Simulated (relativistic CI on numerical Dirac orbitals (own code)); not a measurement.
## Ag XXIII: sensitivity of the levels to the model

Base calculation: Dirac-Coulomb-Breit CI, separate exchange-only KLI orbitals for each configuration, model QED (radiative potential, 1s self-energy scaled to tabulated hydrogen-like ionisation energies), unscaled Slater integrals.

Configurations in the expansion (outside the closed core [Ne]): 3s2 3p6 3d7, 3s2 3p5 3d8, 3s2 3p4 3d9, 3s 3p6 3d8, 3p6 3d9, 3s 3p5 3d9, 3s2 3p6 3d6 4s, 3s2 3p6 3d6 4p, 3s2 3p6 3d6 4d, 3s2 3p4 3d8 4s, 3s2 3p6 3d6 4f, 3s2 3p5 3d7 4s, 3s2 3p4 3d8 4p, 3s2 3p6 3d5 4s2, 3s2 3p5 3d7 4p, 3s2 3p6 3d6 5s. Levels of other configurations are missing.

The lowest level and the first level of each name with at least 55 % of one term (blank where a level has no safe partner in the second run):

| Level | Base (cm⁻¹) | Shift (cm⁻¹) |
| --- | --- | --- |
| 3s2 3p6 3d7 4F_9/2 | 0 | 0 |
| 3s2 3p6 3d7 4F_7/2 | 43307 | -85 |
| 3s2 3p6 3d7 4F_5/2 | 52396 | +2446 |
| 3s2 3p6 3d7 4P_5/2 | 88090 | +3473 |
| 3s2 3p6 3d7 2G_9/2 | 90332 | -188 |
| 3s2 3p6 3d7 4P_1/2 | 102893 | +5840 |
| 3s2 3p6 3d7 2H_11/2 | 122073 | -2598 |
| 3s2 3p6 3d7 2G_7/2 | 122939 | +1146 |
| 3s2 3p6 3d7 2D_5/2 | 139054 | +6155 |
| 3s2 3p6 3d7 2P_1/2 | 159245 | +7700 |
| 3s2 3p6 3d7 2H_9/2 | 167094 | -1711 |
| 3s2 3p6 3d7 2F_5/2 | 176377 | +4895 |
| 3s2 3p6 3d7 2D_3/2 | 197778 | +6501 |
| 3s2 3p6 3d7 2F_7/2 | 202646 | +4240 |
| 3s2 3p5 3d8 4G°_11/2 | 1463599 |  |
| 3s2 3p5 3d8 2F°_7/2 | 1514393 |  |
| 3s2 3p5 3d8 2D°_5/2 | 1517124 |  |
| 3s2 3p5 3d8 4G°_9/2 | 1534031 |  |
| 3s2 3p5 3d8 2S°_1/2 | 1587818 |  |
| 3s2 3p5 3d8 2D°_3/2 | 1593334 |  |
| 3s2 3p5 3d8 2G°_7/2 | 1647149 |  |
| 3s2 3p5 3d8 4D°_1/2 | 1660367 |  |

At this charge energies of transitions that change n are usually good to better than 1 %, and those within a shell (Δn = 0) to a few per cent. Terms inside the open d or f shell come out 10 to 20 % too wide with unscaled integrals.

(1) One thing was changed in a second run, which moved the levels as shown. Which?
A. QED terms removed
B. Breit term removed
C. only the first configuration

## Answers

(1) C. Only the first configuration. With fewer configurations the levels that remain lose their mixing partners.

LS names give the leading component of a level, which can be under half, so a name can repeat, a term be missing and a line seem to break the LS rules.
